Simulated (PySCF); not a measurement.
C₆ coefficients of unlike pairs at PBE0

Calculated with PySCF 2.14 from the dipole response of each species, C₆(A,B) = (3/π) ∫ α_A(iu) α_B(iu) du, in atomic units, from isotropic polarisabilities. For ions this is the dispersion term alone; charge-induced terms of lower order in 1/R come first.

```tsv
species	configuration	basis	relativity	α (bohr³)	C₆ (like pair)
Si	[Ne] 3s2 3p2 (3P)	aug-cc-pV(Q+d)Z with one added diffuse shell each of s, p, d, f, g type (8s7p6d4f3g)	none	39.88	325.7
Pt	[Xe] 4f14 5d9 6s1 (3D)	def2-QZVPPD with the def2 core potential (60 electrons) (7s5p4d4f2g)	core potential	40.07	381.2
N²⁺	[He] 2s2 2p1 (2P)	def2-QZVPPD (8s4p4d2f1g)	none	2.599	3.684
B³⁺	1s2 (1S)	aug-cc-pVQZ (6s5p4d3f2g)	none	0.01972	0.002445
```

Q: Estimate C₆ for N²⁺ with Si.

A: The integral gives 31.05. The combination rule 2 C_A C_B / (C_A α_B/α_A + C_B α_A/α_B) gives 30.86 and the geometric mean 34.64.

No spin-orbit coupling is included.

The other pairs:

```json
{"pair": "B³⁺, Si", "C₆": "0.3405"}
{"pair": "B³⁺, Pt", "C₆": "0.4736"}
{"pair": "N²⁺, Pt", "C₆": "35.83"}
{"pair": "Pt, Si", "C₆": "346.9"}
{"pair": "B³⁺, N²⁺", "C₆": "0.05771"}
```
